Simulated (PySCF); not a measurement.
Gas-phase reaction: 2 CH3GeH3 + C6H6 + 3 H2 → 2 Ge(CH3)4, at 2500 K and a standard pressure of 1 bar. Level: HF/6-31G*.

Computed with PySCF and rigid-rotor harmonic-oscillator thermochemistry at 1 bar. 6-31G* has spherical d functions here. All species are closed-shell singlets. Ge: all electrons, no relativistic terms. The harmonic model lacks anharmonicity and excited electronic states, which grow with temperature; levels with a mode under 35 cm⁻¹ are left out. Internal rotation in CH3GeH3, Ge(CH3)4 is treated as a harmonic vibration of one conformer, which makes the entropy rough.

| species | E (Ha) | H(2500 K) − E (kJ/mol) | S°(2500 K) (J/mol/K) |
|---|---|---|---|
| CH3GeH3 | -2115.89207 | 490.1 | 528.1 |
| C6H6 | -230.70211 | 762.7 | 646.9 |
| H2 | -1.12683 | 104.7 | 194.2 |
| Ge(CH3)4 | -2233.01845 | 1107.9 | 931.7 |
E: electronic energy; H − E holds the zero-point and thermal terms. 1 Ha = 2625.5 kJ/mol.

Question: Work out ΔH°, ΔS°, ΔG° and log10 K from these numbers.

Answer: 1. ΔE = 2×(-2233.01845) − 2×(-2115.89207) − 1×(-230.70211) − 3×(-1.12683) = -0.17016 Ha = -446.8 kJ.
2. Δ(H − E) = 2×(1107.9) − 2×(490.1) − 1×(762.7) − 3×(104.7) = 158.8 kJ, so ΔH° = -288.0 kJ.
3. ΔS° = 2×(931.7) − 2×(528.1) − 1×(646.9) − 3×(194.2) = -422.3 J/K; the number of gas molecules changes by -4.
4. ΔG° = ΔH° − TΔS° = -288.0 − 2500×(-422.3)/1000 = 767.8 kJ.
5. log10 K = −ΔG°/(RT ln 10) = -16.04, with RT ln 10 = 47.86 kJ/mol; at standard pressures the reactants are favoured.
6. A shift of 10 kJ in ΔE would move log10 K by 0.21 here.
For scale, ΔH°(298 K) is -337 kJ at this level, -388 kJ at ωB97M-V/def2-TZVP†, and runs from -421 to -207 kJ over the 18 levels computed († marks an energy on the PBE0/def2-TZVP geometry).
